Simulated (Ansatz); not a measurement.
A nudged elastic band was laid between two geometries of AsH3N (5 atoms, charge 0, multiplicity 2).

Theory: Ansatz 0.2.0, UKS PBE/def2-TZVP.

```yaml
movable_images: 5
climbing_image: yes
spring: 5.0 eV/Å²
optimiser: quadratic models (default)
start_path: IDPP
force_threshold: 0.05 eV/Å
iteration_limit: 60
end_points: relaxed
```

First end point:

```xyz
5
Properties=species:S:1:pos:R:3
N -0.219 -0.569 0.261
As 0.969 0.861 0.249
H 0.217 -1.478 0.404
H -0.918 -0.611 -0.477
H -0.048 1.797 -0.437
```

Last end point:

```xyz
5
Properties=species:S:1:pos:R:3
N 0.125 -0.602 -0.247
As 0.644 0.892 0.729
H 0.367 -1.492 0.183
H -0.820 -0.620 -0.623
H -0.316 1.822 -0.042
```

Q: Which bonds break or form, and what moves?

A: No bond is made or broken. The height of N1 over the plane of its neighbours goes from -0.29 to 0.28 Å. The two ends are copies of one structure, up to a mirror image or an exchange of like atoms.

Q: What energy profile does the band end with?

A: It converged. The highest image is number 3 of 0 to 6, 0.024 eV above the ends, which have the same energy within 2 meV. A vibrational analysis at the climbing image gives one clearly imaginary mode, 350i cm⁻¹: a first-order saddle point.

```json
{"image": "0", "path coordinate (Å)": "0.00", "energy (eV)": "0.000", "height of N1 over the plane of its neighbours (Å)": "-0.29"}
{"image": "1", "path coordinate (Å)": "0.09", "energy (eV)": "0.007", "height of N1 over the plane of its neighbours (Å)": "-0.20"}
{"image": "2", "path coordinate (Å)": "0.17", "energy (eV)": "0.019", "height of N1 over the plane of its neighbours (Å)": "-0.10"}
{"image": "3", "path coordinate (Å)": "0.26", "energy (eV)": "0.024", "height of N1 over the plane of its neighbours (Å)": "0.00"}
{"image": "4", "path coordinate (Å)": "0.34", "energy (eV)": "0.019", "height of N1 over the plane of its neighbours (Å)": "0.10"}
{"image": "5", "path coordinate (Å)": "0.43", "energy (eV)": "0.007", "height of N1 over the plane of its neighbours (Å)": "0.19"}
{"image": "6", "path coordinate (Å)": "0.51", "energy (eV)": "0.000", "height of N1 over the plane of its neighbours (Å)": "0.28"}
```

Q: What is the geometry of the highest image?

A: 
```xyz
5
Properties=species:S:1:pos:R:3:forces:R:3
N -0.055 -0.611 0.001 0.00 0.01 0.00
As 0.830 0.922 0.506 0.01 0.00 0.01
H 0.288 -1.518 0.292 0.00 0.00 0.00
H -0.892 -0.626 -0.567 -0.01 0.00 0.00
H -0.171 1.834 -0.232 -0.01 -0.01 0.00
```

Q: What are the harmonic wavenumbers there?

A: 350i, 378, 666, 706, 911, 1508, 2097, 3520, 3643 cm⁻¹.

The band took 3 iterations and roughly 60 core-seconds.

Run time: 32 s on 2 threads of Arm Neoverse V1, on a shared host, peak memory 0.16 GiB.
